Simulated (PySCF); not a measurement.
Ranking problems on computed properties.

Species are written as SMILES; each is one conformer at its optimised geometry, gas phase, non-relativistic unless stated; the electronic structure was computed with PySCF and density fitting.

The conformers computed, where there is a choice (atom-mapped SMILES and torsion angles):
- `[CH2:1]=[C:2]([F:3])/[C:4]([Cl:5])=[CH:6]\[CH3:7]`: C1–C2–C4–Cl5 -1°
- `[O:1]=[C:2]([CH:3]1[CH:4]=[CH:5]1)[C:6]([F:7])([F:8])[F:9]`: O1–C2–C3–C4 -28°, O1–C2–C6–F7 121°
- `[F:1][CH:2]([F:3])[O:4][c:5]1[cH:6][cH:7][cH:8][n:9][n:10]1`: F1–C2–O4–C5 135°, C2–O4–C5–C6 179°

The conformers of `CO[C@@H]1C[CH]CCO1` [doublet state] and `CCCOC[CH]C=O` [doublet state] aren't listed.

(1) Rank by lowest triplet excitation (Tamm–Dancoff), highest first (TDA PBE0/def2-SVPD at GFN2-xTB geometries).
A. `[SiH3][SiH3]`
B. `FC(F)Oc1cccnn1`
C. `C=C(F)/C(Cl)=C\C`
D. `O=C(C1C=C1)C(F)(F)F`

(2) Rank by isotropic g value, lowest first (unrestricted B3LYP/pcH-1, mean-field spin–orbit at GFN2-xTB geometries).
A. `CO[C@@H]1C[CH]CCO1` [radical]
B. `CC1=C(F)C[C]=C1` [radical]
C. `CCCOC[CH]C=O` [radical]
D. `C1=NN[C]2OCCC2=N1` [radical]

(3) Rank by HOMO–LUMO gap, highest first (PBE0/def2-SVPD at GFN2-xTB geometries).
A. `FC(F)Oc1cccnn1`
B. `C=C(F)/C(Cl)=C\C`
C. `[SiH3][SiH3]`
D. `O=C(C1C=C1)C(F)(F)F`

(4) Rank by HOMO energy, highest first (PBE0/def2-SVPD at GFN2-xTB geometries).
A. `C=C(F)/C(Cl)=C\C`
B. `[SiH3][SiH3]`
C. `c1(OC(F)F)cccnn1`
D. `O=C(C1C=C1)C(F)(F)F`

(5) Rank by lowest singlet excitation, highest first (TDDFT PBE0/def2-SVPD at GFN2-xTB geometries).
A. `C=C(F)/C(Cl)=C\C`
B. `O=C(C1C=C1)C(F)(F)F`
C. `[SiH3][SiH3]`
D. `FC(F)Oc1cccnn1`

(6) Give the two extremes of that set as wavelengths.

(7) Rank by dipole moment, lowest first (PBE0/def2-SVPD at GFN2-xTB geometries).
A. `[SiH3][SiH3]`
B. `O=C(C1C=C1)C(F)(F)F`
C. `C=C(F)/C(Cl)=C\C`
D. `FC(F)OC1=CC=CN=N1`

## Answers

(1) A (6.59 eV), D (3.62 eV), C (2.98 eV), B (2.81 eV).

(2) B (2.00206), A (2.00278), D (2.00357), C (2.00489).

(3) C (8.93 eV), D (6.32 eV), B (5.57 eV), A (5.25 eV).

(4) A (-6.95 eV), C (-7.25 eV), D (-8.06 eV), B (-8.70 eV).

(5) C (7.66 eV), A (5.30 eV), B (4.19 eV), D (3.56 eV).

(6) `FC(F)Oc1cccnn1`: 349 nm; `[SiH3][SiH3]`: 162 nm.

(7) A (0.00 D), C (0.83 D), B (3.77 D), D (4.41 D).
